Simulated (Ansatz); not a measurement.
`C[N](C)[GaH][Br]` + `BBr` → `C[N](C)[GaH][BH]Br` + HBr  (formal exchange of groups at a Ga–Br bond)

Program: Ansatz. Geometries: PBE0-D4/def2-TZVP. ΔE: electronic, gas phase. CCSD(T)/CBS is the MP2 limit (def2-TZVPP, def2-QZVPP) plus CCSD(T) − MP2 in def2-TZVPP, frozen cores. Functionals use def2-TZVPP. HSE06 is defined as in plane-wave codes. For Br, Ga outer-core shells are correlated without core-valence functions, which leaves a few kJ/mol of doubt a bond. Scalar relativity is left out up to krypton. Each species was taken in one conformer, which may not be the lowest.

**Question.** Is it downhill or uphill in electronic energy at CCSD(T)/CBS, and by how much? (Estimate.)

**Answer.** The calculation gave: Uphill: ΔE = +35.6 kcal/mol.

**Question.** What do these levels give: LDA (SPW92), HSE06-D4, ωB97M-V, PBE, MP2/CBS(def2), CCSD/CBS(def2)? (An estimate is asked.)

**Answer.** Ansatz gave: LDA (SPW92) 31.1, HSE06-D4 35.4, ωB97M-V 36.8, PBE 32.6, MP2/CBS(def2) 37.9, CCSD/CBS(def2) 36.6 kcal/mol.

Largest T1 diagnostic among the species: 0.015.

From r2SCAN to r2SCAN0 (25 % exact exchange), in def2-TZVPP and without D4, ΔE moves by +2.0 kcal/mol. In def2-TZVPP, CCSD(T) changes the Hartree–Fock value by −8.6 kcal/mol (the triples alone add −1.0 kcal/mol) and MP2 by −6.3 kcal/mol.
